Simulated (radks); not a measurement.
Valence configurations of the argon ion Ar+ (all share [Ne]). Method: scalar-relativistic Kohn-Sham, LDA (Slater exchange, Perdew-Wang correlation), spin-unpolarised, spherical densities, finite nucleus; Fermi nuclear charge, rms radius 3.4274 fm; computed with a radial shooting solver on a logarithmic mesh with Libxc functionals. Energies are relative to 3s2 3p5; eigenvalues in eV.

[
 {"valence": "3s2 3p5", "E (eV)": "0.000", "e(3p)": "-22.205", "e(3s)": "-36.634"},
 {"valence": "3s1.5 3p5.5", "E (eV)": "7.225", "e(3p)": "-22.477", "e(3s)": "-36.947"},
 {"valence": "3s1 3p6", "E (eV)": "14.470", "e(3p)": "-22.743", "e(3s)": "-37.253"}
]

NIST lists [Ne] 3s2 3p5 as the ground configuration; this level of theory agrees among the configurations tried. The energies are those of spherical spin-averaged densities, not of single terms.
